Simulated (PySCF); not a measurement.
Molecule: SMILES C[B]([GeH3])[GeH3] (CH₉BGe₂). Atoms near the plane z = 1.0 Å, at the PBE0/def2-SVP optimised geometry (x, y, z in Å): B1 (0.1, 0.3, 0.0), Ge2 (-2.0, 0.3, 0.0), H3 (-2.6, -0.5, 1.2), H4 (-2.6, 1.7, 0.0), Ge6 (1.1, -1.5, 0.4), H7 (0.5, -2.3, 1.5), H9 (2.6, -1.3, 0.7), C10 (0.9, 1.6, -0.3), H12 (1.0, 2.0, 0.8).

Calculation: PySCF 2.14.0 with PBE0/def2-TZVP. The values are rescaled to run from 0 to 1.

```
|               ........        |
|              ..........       |
|             ............      |
|             .............     |
|            ...............    |
|            .....:::.......    |
|            ...::-=-::......   |
|           ....:=%@%=:......   |
|        . ....:-%@@@%-......   |
|      .....::::=@@@@@-:.....   |
|      .:-------=%@@@#-.....    |
|     .:=*%%*+=+*#@@%=:.....    |
|     .=%@@@@##@@@%*=-:...      |
|    .:*@@@@@@@@@@@*=:...       |
|    .-%@@@@@@@@@@@#=:..        |
|    .=@@@@@@@%@@@@%*=:..       |
|    .+@@@@@@*+%@@@@@%=::.      |
|    .=@@@@%*=-+%@@@@@@%%+:     |
|     :%@@*=-:-+@@@@@@@@@@=.    |
|      :--:...:+@@@@@@@@@@+.    |
|          ...:+@@@@@@@@@@-     |
|            ..=@@@@@@@%+-.     |
|             .-@@@@@@@=.       |
|              :*@@@@%+:        |
|               :-===-:.        |
|                 .....         |
|                               |
|                               |
|                               |
|                               |
|                               |
```
Scale: ten equal steps from 0.000 (start of ' ') to 1.00 (end of '@'), in the order ' .:-=+*#%@'; x runs from -5.00 to 5.00, y from -5.00 (bottom) to 5.00 (top).

Q: Which quantity is mapped?
A. deformation density (molecule minus spherical neutral atoms)
B. electron localisation function
C. an orbital amplitude
D. electrostatic potential

A: D, electrostatic potential. In full: electrostatic potential (hartree/e), clipped to [-0.08, 0.12].
